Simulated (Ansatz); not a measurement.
A nudged elastic band was laid between two geometries of C4H13NSi (19 atoms, charge 0, multiplicity 1).

All numbers below come from RKS BLYP/STO-3G in Ansatz.

```
movable images  : 5
climbing image  : yes
spring          : 5.0 eV/Å²
optimiser       : quadratic models (default)
start path      : through a guess of the saddle point
force threshold : 0.05 eV/Å
iteration limit : 60
end points      : relaxed
```

Image 0:

```xyz
19
Properties=species:S:1:pos:R:3
C -1.807 -2.169 -0.206
Si -0.080 -1.555 0.261
C 0.178 0.276 -0.233
C -0.822 1.233 0.520
C 1.692 0.712 0.005
N 2.109 2.110 -0.501
H -1.928 -3.238 0.049
H -2.597 -1.609 0.326
H -1.994 -2.062 -1.290
H 0.920 -2.370 -0.416
H 0.114 -1.695 1.698
H -0.023 0.371 -1.325
H -0.671 1.184 1.618
H -1.874 0.956 0.304
H -0.685 2.289 0.205
H 1.924 0.683 1.095
H 2.364 -0.017 -0.505
H 1.397 2.770 -0.032
H 1.743 2.124 -1.516
```

Image 6:

```xyz
19
Properties=species:S:1:pos:R:3
C -1.826 -2.144 -0.302
Si -0.113 -1.554 0.242
C 0.181 0.280 -0.217
C -0.811 1.239 0.545
C 1.700 0.687 0.044
N 2.145 2.086 -0.434
H -1.972 -3.210 -0.050
H -2.632 -1.572 0.194
H -1.963 -2.037 -1.394
H 0.905 -2.370 -0.407
H 0.023 -1.715 1.683
H -0.006 0.399 -1.309
H -0.659 2.298 0.246
H -0.665 1.172 1.643
H -1.865 0.978 0.321
H 1.919 0.636 1.136
H 2.366 -0.045 -0.470
H 1.439 2.749 0.038
H 1.792 2.121 -1.453
```

Question: What changes between the two ends?

Answer: No bond is made or broken. The dihedral Si2–C3–C4–H14 goes from -59 to 62°. The two ends are copies of one structure, up to a mirror image or an exchange of like atoms.

Question: What energy profile does the band end with?

Answer: It converged. The highest image is number 3 of 0 to 6, 11.1 kJ/mol above the ends, which have the same energy within 2 meV. A vibrational analysis at the climbing image gives one clearly imaginary mode, 211i cm⁻¹: a first-order saddle point. Limits of this set-up: minimal basis.

```json
{"image": "0", "path coordinate (Å)": "0.00", "energy (kJ/mol)": "0.0", "dihedral Si2–C3–C4–H14 (°)": "-59"}
{"image": "1", "path coordinate (Å)": "0.62", "energy (kJ/mol)": "2.6", "dihedral Si2–C3–C4–H14 (°)": "-39"}
{"image": "2", "path coordinate (Å)": "1.23", "energy (kJ/mol)": "8.1", "dihedral Si2–C3–C4–H14 (°)": "-19"}
{"image": "3", "path coordinate (Å)": "1.85", "energy (kJ/mol)": "11.1", "dihedral Si2–C3–C4–H14 (°)": "2"}
{"image": "4", "path coordinate (Å)": "2.48", "energy (kJ/mol)": "8.1", "dihedral Si2–C3–C4–H14 (°)": "22"}
{"image": "5", "path coordinate (Å)": "3.11", "energy (kJ/mol)": "2.4", "dihedral Si2–C3–C4–H14 (°)": "43"}
{"image": "6", "path coordinate (Å)": "3.73", "energy (kJ/mol)": "0.0", "dihedral Si2–C3–C4–H14 (°)": "62"}
```

Question: What is the geometry of the highest image?

Answer: 
```xyz
19
Properties=species:S:1:pos:R:3
C -1.823 -2.144 -0.290
Si -0.098 -1.563 0.230
C 0.183 0.276 -0.213
C -0.826 1.247 0.543
C 1.701 0.686 0.050
N 2.137 2.085 -0.433
H -1.971 -3.209 -0.032
H -2.619 -1.564 0.212
H -1.972 -2.041 -1.380
H 0.908 -2.374 -0.444
H 0.061 -1.737 1.669
H 0.011 0.389 -1.307
H -0.278 1.990 1.160
H -1.508 0.700 1.226
H -1.455 1.808 -0.176
H 1.919 0.638 1.143
H 2.369 -0.045 -0.462
H 1.415 2.745 0.020
H 1.804 2.109 -1.459
```

Question: What are the harmonic wavenumbers there?

Answer: 211i, 58, 115, 135, 143, 244, 277, 309, 363, 433, 569, 709, 763, 810, 851, 874, 916, 960, 1012, 1019, 1084, 1090, 1095, 1152, 1190, 1256, 1333, 1409, 1441, 1474, 1482, 1546, 1606, 1653, 1658, 1660, 1661, 1812, 2569, 2608, 3199, 3208, 3211, 3229, 3275, 3316, 3347, 3363, 3369, 3372, 3462 cm⁻¹.

Run time: 2.2 min on 1 thread of Arm Neoverse V1, on a shared host, peak memory 0.11 GiB.
